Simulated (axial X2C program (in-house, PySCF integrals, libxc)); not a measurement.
# TiO⁻ along the bond: PBE0, 2c

Calculated with an axial X2C code built on PySCF integrals. Two-component (2c) means X2C with spin–orbit coupling and atomic mean-field two-electron Coulomb and Gaunt terms. Basis: Ti dyall-acv3z [11s11p7d4f2g], O dyall-av3z [7s6p3d2f] (cores contracted in-house); Gaussian nuclei, density fitting, unrestricted open shells. Masses: Ti 47.948 u, O 15.995 u.

State: Ω = 3/2 (⟨Sz⟩ = -0.50, ⟨Lz⟩ = 2.00 at PBE0). Dipoles are positive if O is the positive end and refer to the centre of mass.

```
R (Å)   μ (D)  HOMO (eV)  LUMO (eV)
1.418   3.699       0.47       1.68
1.483   3.105       0.41       1.69
1.532   2.662       0.37       1.71
1.581   2.227       0.32       1.72
1.630   1.804       0.27       1.73
1.687   1.326       0.21       1.74
1.744   0.864       0.15       1.75
1.817   0.299       0.08       1.75
1.907  -0.348       0.00       1.76
2.038  -1.191      -0.10       1.76
```

Task: The minimum lies at 1.627 Å. What is the dipole moment there?

Result: At PBE0, 2c, with the sign and origin stated: μ = 1.83 D.

The state is a single determinant with fixed occupations, the lowest that a limited PBE0 search found. Density functionals use the spin component along the axis (collinear). Without a current term, density functionals place determinants with orbital angular momentum somewhat too high. The highest occupied level of some functionals is positive through self-interaction error; at Hartree–Fock it is bound. The determinant is spin-polarised beyond a pure state at some levels (its spin-free form has ⟨S²⟩ too high), which makes Re and μ there less reliable. The LUMO of an anion is an unbound level whose energy the basis sets.
